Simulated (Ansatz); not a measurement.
Geometry optimisation, Ansatz, RKS BLYP-D4/def2-SVP.

Input:

```yaml
crystal:
  periodic: [false, false, false]
  atoms:
    - { symbol: C, position_ang: [-1.2565, 0.3523, 1.4307] }
    - { symbol: Si, position_ang: [-0.559, -0.878, 0.2751] }
    - { symbol: C, position_ang: [1.0731, -0.28, -0.3529] }
    - { symbol: As, position_ang: [0.9456, 1.345, -1.4442] }
    - { symbol: H, position_ang: [-0.6155, 0.5721, 2.2526] }
    - { symbol: H, position_ang: [-1.4677, 1.3604, 0.8639] }
    - { symbol: H, position_ang: [-2.2496, 0.0244, 1.8052] }
    - { symbol: H, position_ang: [-1.4135, -1.0842, -0.8738] }
    - { symbol: H, position_ang: [-0.371, -2.1183, 1.0534] }
    - { symbol: H, position_ang: [1.7595, -0.0459, 0.5513] }
    - { symbol: H, position_ang: [1.5674, -1.0795, -0.9272] }
    - { symbol: H, position_ang: [1.68857, 2.21298, -0.46393] }
    - { symbol: H, position_ang: [-0.53671, 1.66258, -0.88991] }
basis:
  gaussian: { orbitals: def2-SVP }
hamiltonian:
  xc: blyp
  dispersion: d4
relax:
  f_tol: 0.015
  max_steps: 40
output:
  orbitals: {}
```

Command:

```bash
$ ansatz run input.yaml --threads 2 --pin off --max-ram 3072MiB --backend cpu --events-out ev --progress --plain --runs-dir out
```

Where does it end, and by what steps?

It converged. After 17 steps the energy has fallen by 0.495 eV; H13 moved furthest, 1.20 Å.

```csv
step,energy less start (eV),largest force component (eV/Å),accepted
0,0.0000,2.143,yes
1,-0.3715,0.940,yes
2,-0.3782,0.662,yes
3,-0.4385,0.175,yes
4,-0.4459,0.032,yes
5,-0.4476,0.273,yes
6,-0.4529,0.122,yes
7,-0.4623,0.040,yes
8,-0.4716,0.273,yes
9,-0.4741,0.335,yes
10,-0.4845,0.287,yes
11,-0.4928,0.061,yes
12,-0.4946,0.030,yes
13,-0.4945,0.099,no
14,-0.4950,0.022,yes
15,-0.4951,0.023,yes
16,-0.4951,0.024,yes
17,-0.4952,0.006,yes
```

```xyz
13
Properties=species:S:1:pos:R:3
C -1.227 0.428 1.579
Si -0.561 -0.819 0.316
C 1.150 -0.318 -0.338
As 1.287 1.477 -1.267
H -0.521 0.549 2.427
H -1.382 1.424 1.118
H -2.198 0.086 1.992
H -1.505 -0.925 -0.849
H -0.470 -2.177 0.963
H 1.896 -0.296 0.484
H 1.514 -1.068 -1.071
H 0.673 2.292 -0.104
H -0.091 1.390 -1.969
```

Whether the end is a true minimum wasn't checked by a vibrational analysis.

Time of the run: 52 s on 2 threads of Arm Neoverse V1 (shared host), peak memory 0.17 GiB.
